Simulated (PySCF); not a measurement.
# How methods differ on the excitation energy of Si²⁺

Si²⁺ [Ne] 3s2 (1S) → Si²⁺ [Ne] 3p2 (3P), as a difference of total energies. Calculation: PySCF 2.14, in ANO-RCC-VTZP; the spin-free X2C one-electron Hamiltonian (Gaussian nucleus). Correlated levels: valence: [Ne] frozen; valence and next inner shell: 1s2 frozen. The calculations carry no spin-orbit coupling.

| method | excitation energy (cm⁻¹) |
| --- | --- |
| UHF | 121430 |
| LDA | 119060 |
| PBE | 117310 |
| PBE0 | 119360 |
| r2SCAN | 114960 |
| M06 | 121500 |
| PBEsol | 116420 |
| r2SCANh | 116170 |
| r2SCAN0 | 117980 |
| MP2 (valence) | 126900 |
| SCS-MP2 (valence) | 129270 |
| MP2 (valence and next inner shell) | 127470 |
| SCS-MP2 (valence and next inner shell) | 129690 |

A first-order spin-orbit estimate (lowest level to lowest level, LS coupling) adds -0.026 eV.

The basis was made for the ground configuration and has no added diffuse functions, so the excitation energy can come out too high.
